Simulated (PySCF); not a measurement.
# A survey of 33S NMR shifts

Theoretical values (PySCF 2.14): σ from GIAO-PBE0/pcSseg-1, coordinates at the GFN2-xTB level. Non-relativistic, rapidly exchanging positions averaged, one conformer, gas phase.

Shieldings were converted by a linear fit to measured shifts: 33S (scatter 33.3 ppm rms vs sulfate, solution or neat liquid). Occasional misses reach two or three times the rms, and more in compound classes unlike the fitted ones.

Question: Give the 33S shifts of `O=S(=O)(Cl)c1ccsc1`.

Answer: 
| compound | environment | δ (ppm) |
| --- | --- | --- |
| [O:1]=[S:2](=[O:3])([Cl:4])[c:5]1[cH:6][cH:7][s:8][cH:9]1 | S2: sulfonyl sulfur | -22 |
| [O:1]=[S:2](=[O:3])([Cl:4])[c:5]1[cH:6][cH:7][s:8][cH:9]1 | S8: aromatic ring sulfur | -82 |

Question: Order these by 33S shift, lowest first.
A. CCCc1ncns1
B. CCc1nnsc1C
C. [SiH3]Cc1csc2cc[nH]c12
D. C=CS(=O)(=O)O

Answer: C (-194 ppm, aromatic ring sulfur), D (-26 ppm, sulfonyl sulfur), A (80 ppm, aromatic ring sulfur), B (212 ppm, aromatic ring sulfur).
